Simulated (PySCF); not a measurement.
**C₆ coefficients of unlike pairs at PBE**

Calculated with PySCF 2.14 from the dipole response of each species, C₆(A,B) = (3/π) ∫ α_A(iu) α_B(iu) du, in atomic units, from isotropic polarisabilities. For ions this is the dispersion term alone; charge-induced terms of lower order in 1/R come first.

```csv
species,configuration,basis,relativity,α (bohr³),C₆ (like pair)
Pd,[Kr] 4d10 (1S),"x2c-TZVPPall with one added diffuse shell each of s, p, d, f type (9s7p7d3f1g)",spin-free X2C,27.62,192.7
Sn³⁺,[Kr] 4d10 5s1 (2S),"aug-cc-pVQZ-PP with one added diffuse shell each of s, p, d, f, g type with ECP28MDF (8s8p6d4f3g)",core potential,8.709,31.91
Co³⁺,[Ar] 3d6 (5D),"x2c-TZVPPall with one added diffuse shell each of s, p, d, f type (7s6p5d3f1g)",spin-free X2C,1.877,4.463
```

(1) Estimate C₆ for Co³⁺ with Pd.

No spin-orbit coupling is included.

The other pairs:

```csv
pair,C₆
"Sn³⁺, Pd",77.48
"Co³⁺, Sn³⁺",10.95
```

Results:

(1) The integral gives 25.19. The combination rule 2 C_A C_B / (C_A α_B/α_A + C_B α_A/α_B) gives 21.84 and the geometric mean 29.33.
